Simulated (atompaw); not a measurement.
**Before and after: PAW (atompaw) potential for gallium (Ga)**

- Element: Ga
- Generator: atompaw 4.2.0.5
- Type: PAW
- Functional: PBEsol
- Relativity: scalar-relativistic
- Frozen core: [Ar]
- Valence charge: 13
- Reference configuration: 3d10 4s2 4p1
- Partial waves: 4s (bound): rc 2.20 bohr; 4s channel at 4.3 Ry: rc 2.95 bohr; 4p (bound): rc 2.95 bohr; 4p channel at 3.05 Ry: rc 2.95 bohr; 3d (bound): rc 1.15 bohr; 3d channel at -1 Ry: rc 1.15 bohr
- Local potential: vpsmatchnc scheme with l = 3 at 0 Ry, radius 2.90 bohr
- Core correction: smooth core density matched at 2.50 bohr
- Augmentation charge: gaussian compensation charge, radius 2.65 bohr; PAW radius 2.95 bohr; waves and projectors: modrrkj vanderbiltortho

All-electron outer shells of the reference configuration (PBEsol, scalar-relativistic, ld1.x):

```tsv
shell	level (eV)	outermost node (bohr)	outermost maximum (bohr)
3s	-147.78	0.27	0.56
3p	-98.68	0.24	0.56
3d	-19.16	–	0.53
4s	-8.96	0.81	1.90
4p	-2.57	0.87	2.53
```

Change: reference 3d10 4s2 4p0.

Cutoffs: the cutoffs (Ry, on a coarse ladder) from which the occupation-weighted sum of valence levels, in a spherical-Bessel basis at the reference potential, stays within 10 and 1 mRy of its value at 400 Ry; they do not see the model core or the augmentation charge, which bear on the density cutoff.

**Question.** What does the change do?

**Answer.** The potential gets harder (80 Ry and 110 Ry → 80 Ry and 180 Ry); a bound ghost appears in p, which as a rule spoils a file.

```csv
quantity,base,changed
"cutoff, loose",80 Ry,80 Ry
"cutoff, tight",110 Ry,180 Ry
bound ghosts,none,p
s: phases at 2.97 bohr within 0.05 rad from the reference energy up to (Ry; the scan ends near 5),1.6,0.8
p: phases at 2.97 bohr within 0.05 rad from the reference energy up to (Ry; the scan ends near 5),n/a,to the end of the scan
d: phases at 2.97 bohr within 0.05 rad from the reference energy up to (Ry; the scan ends near 5),to the end of the scan,n/a
lowest overlap eigenvalue by channel,"s 0.55, p 0.39, d 0.00","s 0.53, p 0.38, d 0.01"
```

 A true bound ghost makes a file unfit for plane-wave use even where its test errors are small: the radial tests pick states by their node count and pass the ghost by. The cutoffs see the waves, projectors and local potential, not the compensation charge or the core.
